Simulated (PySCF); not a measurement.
C5H11Si, SMILES [Si](C=C)(C)(C)[CH2], doublet (GFN2-xTB optimised geometry):

```
17

C     -0.961    -2.287    -1.506
Si    -0.315    -1.431     0.000
C     -0.993    -2.253     1.583
C      1.592    -1.431     0.000
C     -0.942     0.370     0.000
C     -0.212     1.434    -0.287
H     -1.911    -2.792    -1.525
H     -0.451    -2.260    -2.453
H     -2.078    -2.260     1.580
H     -0.670    -1.726     2.477
H     -0.658    -3.282     1.667
H      1.985    -2.436     0.115
H      1.979    -1.033    -0.933
H      1.989    -0.826     0.809
H     -1.989     0.511     0.242
H     -0.615     2.436    -0.274
H      0.832     1.354    -0.542
```

Level of theory: PySCF with unrestricted CAM-B3LYP/def2-SVP.

Question: What are the frontier orbital energies (α orbitals alone; a β orbital can be the lowest empty one) and the dipole moment?

Answer: HOMO-2 -9.82 eV, HOMO-1 -9.00 eV, HOMO -7.82 eV, LUMO 1.48 eV, LUMO+1 2.67 eV; dipole moment 0.21 D.

On the same geometry unrestricted PBE/def2-SVP in PySCF 2.14.0 gives HOMO-2 -7.09 eV, HOMO-1 -6.51 eV, HOMO -5.12 eV, LUMO -0.82 eV, LUMO+1 1.00 eV; dipole moment 0.15 D.

Meta-Löwdin charges at CAM-B3LYP/def2-SVP: C1 -0.45, Si2 0.90, C3 -0.54, C4 -0.55, C5 -0.33, C6 -0.20, H7 0.11, H8 0.11, H9 0.11, H10 0.11, H11 0.11, H12 0.11, H13 0.11, H14 0.11, H15 0.10, H16 0.10, H17 0.09.
